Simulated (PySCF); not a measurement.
Identify the compound

An unknown has the formula C₂H₉B₂N. Its calculated NMR data are:

1H NMR (400 MHz, computed): δ 5.67 (br, 4H), 3.48 (q, J = 8.0 Hz, 2H), 1.22 (t, J = 8.0 Hz, 3H).

13C{1H} NMR (computed): δ 55.6 (CH2), 23.4 (CH3).

Computed data (PySCF 2.14.0 with density-fitted response routines): B3LYP/pcJ-1 coupling constants (spin–dipole term only in couplings to heteroatoms), PBE0-D3(BJ)/def2-SVP geometry, PBE0/pcSseg-1 with gauge-including orbitals. No relativistic terms, one computed conformer, equivalent nuclei averaged, isolated molecule.

δ = σ(ref) − σ, references computed at the same level: TMS for 1H, 13C.

**Question.** What is the structure?

**Answer.** 
2 carbon signals for 2 carbons: no two carbons are equivalent. Carbon types of the structure: 1 × CH2, 1 × CH3, leaving 4 H on heteroatoms. δC 55.6: sp3 CH2 bonded to N; deshielded by the electronegative neighbour. δC 23.4: methyl carbon; aliphatic region, no heteroatom directly attached. δH 5.67: hydrogen on a boron bonded to N. δH 3.48: hydrogen on an sp3 CH2 bonded to N; its carbon carries N, which withdraws density. δH 1.22: hydrogen on a methyl carbon. The protons at 3.48 and 1.22 share a coupling of 8.0 Hz (vicinal).

The compound is SMILES BN(B)CC.

This is the structure that produced the data.

Hydrogens on boron are broadened and split by 11B (spin 3/2, 80 %) and 10B (spin 3). Multiplet labels drop couplings under 1 Hz and merge nearly equal ones. Unscaled 3J(H,H) at this level run about 10 % above measured values. Shifts are as computed. Against solution values, carbons near 30 ppm lie about +2 ppm off and those near 130 ppm about +5 ppm. Of 1313 compounds with measured shifts, 239 miss one by over three times the rms of a fit or turn the order of signals round; such compounds aren't used in these exercises.
